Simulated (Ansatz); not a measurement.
Calculated with Ansatz (gas phase, PBE0-D4/def2-TZVP geometries, no zero-point term in ΔE). CCSD(T)/CBS adds triple-zeta CCSD(T) − MP2 to the extrapolated MP2 energy (def2 sets, frozen cores). DFT in def2-TZVPP. B3LYP here is the variant with VWN-RPA as its local correlation; programs differ in this. One conformer a species, not always the lowest.

Consider the cleavage of the Si–B bond: `C=NB(F)[SiH3]` + `[OH][AlH][CH2]F` → `F[CH2][AlH][O][SiH3]` + `C=NBF`.

**Question.** Is it downhill or uphill in electronic energy at CCSD(T)/CBS, and by how much? (An estimate is asked.)

**Answer.** Ansatz gave: Downhill: ΔE = -123.0 kJ/mol.

**Question.** What do these levels give: PBE-D4, B3LYP-D4, PBE, HF/def2-TZVPP, CCSD(T)/def2-TZVPP, HF/def2-QZVPP? (An estimate is asked.)

**Answer.** Computed: PBE-D4 -96.5, B3LYP-D4 -122.5, PBE -96.2, HF/def2-TZVPP -153.9, CCSD(T)/def2-TZVPP -123.0, HF/def2-QZVPP -156.4 kJ/mol.

Largest T1 diagnostic among the species: 0.015.

In def2-TZVPP, CCSD(T) changes the Hartree–Fock value by +30.9 kJ/mol (the triples alone add +4.7 kJ/mol) and MP2 by +24.4 kJ/mol. From PBE to PBE0 (25 % exact exchange), in def2-TZVPP and without D4, ΔE moves by −11.4 kJ/mol.
